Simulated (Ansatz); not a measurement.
Reactions of CH4ClFSSi, SMILES `CS[SiH](F)Cl`.

Computed with Ansatz on PBE0-D4/def2-TZVP structures; ΔE is electronic, products minus reactants. CBS: MP2 limit from def2 TZ/QZ plus the TZ coupled-cluster correction, frozen cores. This one scheme is used for every species. DFT in def2-TZVPP. Each species was taken in one conformer, which may not be the lowest.

```tsv
reaction	CCSD/CBS(def2) (kcal/mol)	r2SCAN-D4 (kcal/mol)	PBE-D4 (kcal/mol)	PBE0-D4 (kcal/mol)
`CS[SiH](F)Cl` → `CS[Si]Cl` + H–F	67.5	69.3	60.9	65.8
`CS[SiH](F)Cl` → `F[Si]Cl` + CH₃SH	50.4	54.2	48.6	52.6
`CS[SiH](F)Cl` → `FC[SiH](S)Cl`	49.3	48.1	45.4	46.6
`CS[SiH](F)Cl` + H₂O → `CS[SiH](O)F` + HCl	-2.0	-2.0	-0.4	-0.7
```

**Question.** Give the CCSD(T)/CBS values in the same order. (Estimate.)

**Answer.** The calculation gave: 66.2, 50.9, 49.4, -1.5 kcal/mol.

Largest T1 diagnostic: 0.014, for `CS[Si]Cl`.
